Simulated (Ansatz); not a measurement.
Basis sets compared for the cluster Cu₁₂Pd⁺. Total charge 1; doublet. Geometry PBE-D4/def2-SVP. Ansatz on 2 threads of AMD EPYC 7R13 on a shared host and a share (18 GiB) of an NVIDIA H100 80GB HBM3; times are rough, and most runs start from earlier orbitals.

```xyz
13

Pd    1.520    0.561    1.547
Cu   -0.268   -1.337    1.159
Cu   -0.779   -2.186   -1.104
Cu   -0.987    0.910    1.661
Cu   -1.607    0.021   -0.519
Cu   -1.331    1.793   -2.247
Cu   -0.047   -0.260   -2.413
Cu    0.419    1.324   -0.605
Cu    0.874   -3.316    0.210
Cu    2.134   -1.880    1.606
Cu   -1.669    2.509   -0.008
Cu    0.411    2.848    1.270
Cu    1.331   -0.986   -0.557
```

In the def2 sets Pd takes a core potential; there is no spin–orbit coupling. Single mean-field runs in def2-SVP, def2-TZVP are fitted with def2-universal-jkfit. Another isomer (doublet) lies 0.27 eV lower at PBE0-D4/def2-TZVP; other spin states weren't run for this one.

```tsv
level	functions	energy (Eh)	HOMO (eV)	LUMO (eV)	wall time
PBE-D4/def2-SVP	403	-19808.7797	-7.91	-7.74	12 s
PBE0-D4/def2-SVP	403	-19808.6780	-8.29	-6.94	14 s
```

(1) Estimate the rows for PBE-D4/def2-TZVP (with forces), PBE0-D4/def2-TZVP.

Answers

(1) 
```tsv
level	functions	energy (Eh)	HOMO (eV)	LUMO (eV)	wall time
PBE-D4/def2-TZVP (with forces)	580	-19811.7370	-8.22	-8.04	14 s
PBE0-D4/def2-TZVP	580	-19811.5399	-8.59	-7.21	23 s
```
